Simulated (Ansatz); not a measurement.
The same ligand exchange along the group F, Cl, Br.

Isolated molecules relaxed with PBE0-D4/def2-TZVP in Ansatz; ΔE leaves out vibrations. CBS: MP2 limit from def2 TZ/QZ plus the TZ coupled-cluster correction, frozen cores. This one scheme is used for every species. Functionals use def2-TZVPP. For Br, Se outer-core shells are correlated without core-valence functions, which leaves a few kJ/mol of doubt a bond. Scalar relativity is left out up to krypton. Each species was taken in one conformer, which may not be the lowest.

```tsv
reaction	RPA@PBE/def2-TZVPP (eV)	LDA (SPW92) (eV)	ωB97X-V (eV)	CCSD(T)/CBS(def2) (eV)
`F[SiH2]F` + H₂Se → `F[SiH2][SeH]` + H–F	0.95	0.78	0.91	0.85
dichlorosilane + H₂Se → `Cl[SiH2][SeH]` + HCl	0.39	0.38	0.42	0.38
`Br[SiH2]Br` + H₂Se → `[SeH][SiH2]Br` + HBr	0.28	0.25	0.31	0.29
```

Largest T1 diagnostic: 0.012, for `F[SiH2]F`.
